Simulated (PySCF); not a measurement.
Assigning NMR signals

Geometry:
```json
{"atom": "C1", "x (Å)": "3.643", "y (Å)": "0.342", "z (Å)": "-0.001"}
{"atom": "C2", "x (Å)": "2.269", "y (Å)": "0.610", "z (Å)": "0.576"}
{"atom": "O3", "x (Å)": "2.053", "y (Å)": "1.405", "z (Å)": "1.463"}
{"atom": "N4", "x (Å)": "1.289", "y (Å)": "-0.141", "z (Å)": "0.015"}
{"atom": "C5", "x (Å)": "-0.104", "y (Å)": "0.000", "z (Å)": "0.383"}
{"atom": "C6", "x (Å)": "-0.711", "y (Å)": "-1.340", "z (Å)": "0.716"}
{"atom": "N7", "x (Å)": "-1.880", "y (Å)": "-1.722", "z (Å)": "0.470"}
{"atom": "C8", "x (Å)": "-2.822", "y (Å)": "-0.864", "z (Å)": "-0.193"}
{"atom": "C9", "x (Å)": "-2.401", "y (Å)": "0.602", "z (Å)": "-0.315"}
{"atom": "C10", "x (Å)": "-0.931", "y (Å)": "0.678", "z (Å)": "-0.715"}
{"atom": "H11", "x (Å)": "3.952", "y (Å)": "-0.674", "z (Å)": "0.237"}
{"atom": "H12", "x (Å)": "4.354", "y (Å)": "1.039", "z (Å)": "0.432"}
{"atom": "H13", "x (Å)": "3.631", "y (Å)": "0.461", "z (Å)": "-1.082"}
{"atom": "H14", "x (Å)": "1.508", "y (Å)": "-0.767", "z (Å)": "-0.743"}
{"atom": "H15", "x (Å)": "-0.103", "y (Å)": "0.625", "z (Å)": "1.287"}
{"atom": "H16", "x (Å)": "-0.057", "y (Å)": "-2.050", "z (Å)": "1.212"}
{"atom": "H17", "x (Å)": "-2.986", "y (Å)": "-1.301", "z (Å)": "-1.185"}
{"atom": "H18", "x (Å)": "-3.765", "y (Å)": "-0.955", "z (Å)": "0.354"}
{"atom": "H19", "x (Å)": "-3.027", "y (Å)": "1.106", "z (Å)": "-1.053"}
{"atom": "H20", "x (Å)": "-2.536", "y (Å)": "1.103", "z (Å)": "0.646"}
{"atom": "H21", "x (Å)": "-0.610", "y (Å)": "1.713", "z (Å)": "-0.842"}
{"atom": "H22", "x (Å)": "-0.777", "y (Å)": "0.151", "z (Å)": "-1.661"}
```

- shielding tensors at PBE0/pcSseg-1 (GIAO)
- structure optimised with GFN2-xTB
- code: PySCF 2.14
- one averaged value for each set of equivalent atoms, no solvent, relativity neglected, a single conformation

δ = σ(ref) − σ, references computed at the same level: $^{13}$C (186.93 ppm), $^{1}$H (31.72 ppm) vs TMS.

Question: Assign these signals to the numbered atoms. $^{13}$C{$^{1}$H} NMR (computed): δ 168.9 (C), 168.5 (CH), 52.9 (CH2), 48.2 (CH), 31.2 (CH2), 25.6 (CH2), 24.2 (CH3).

Answer: 
168.9 → C2, amide carbonyl carbon: lone-pair donation from the attached heteroatom keeps it upfield of a ketone carbonyl
168.5 → C6, C=N carbon
52.9 → C8, sp3 CH2 bonded to N: deshielded by the electronegative neighbour
48.2 → C5, sp3 CH bonded to N: the inductive effect lowers its shielding
31.2 → C10, sp3 CH2 in a ring: a saturated carbon with 2 carbon neighbours and no heteroatom attached
25.6 → C9, sp3 CH2 in a ring
24.2 → C1, methyl carbon α to a carbonyl: the adjacent C=O deshields it moderately

C2 and C6; C9 and C1 lie closer than the usual error of such a calculation, so a measured spectrum could show them in the other order.

Question: Assign these signals to the numbered atoms. $^{1}$H NMR (300 MHz, computed): δ 7.69 (d, 1H), 4.77 (m, 1H), 4.50 (br, 1H), 4.21 (m, 1H), 3.70 (m, 1H), 1.99 (m, 1H), 1.95 (s, 3H), 1.79 (m, 1H), 1.61 (m, 1H), 1.07 (m, 1H).

Answer: 
7.69 → H16, hydrogen on a C=N carbon
4.77 → H15, hydrogen on an sp3 CH bonded to N: its carbon carries N, an electronegative neighbour
4.50 → H14, hydrogen on an amide-type nitrogen: labile proton, position sensitive to the medium
4.21 → H18, hydrogen on an sp3 CH2 bonded to N: its carbon carries N, an electronegative neighbour
3.70 → H17, hydrogen on an sp3 CH2 bonded to N
1.99 → H21, hydrogen on an sp3 CH2 in a ring
1.95 → H11/H12/H13, hydrogen on a methyl carbon α to a carbonyl: α to C=O
1.79 → H20, hydrogen on an sp3 CH2 in a ring
1.61 → H19, hydrogen on an sp3 CH2 in a ring
1.07 → H22, hydrogen on an sp3 CH2 in a ring

H21 and H11/H12/H13 lie closer than the usual error of such a calculation, so a measured spectrum could show them in the other order.

OH and NH positions are those of a molecule without intermolecular hydrogen bonds; in solution they move with solvent, concentration and temperature, and exchange usually removes their couplings. Amide-type NH protons are broadened by 14N but still split neighbouring CH signals. Shifts are as computed. Against solution values, carbons near 30 ppm lie about +3 ppm off and those near 130 ppm about +5 ppm. Of 1211 compounds with measured shifts, 218 miss one by over three times the rms of a fit or turn the order of signals round; such compounds aren't used in these exercises. The C=O carbon of an acid or of an amide with N–H lies up to 10 ppm further downfield in solution, through hydrogen bonding that the calculation lacks. Multiplicities follow the n + 1 count of equivalent neighbours, as no J values were calculated; m marks all less simple cases, F and P coupling included.
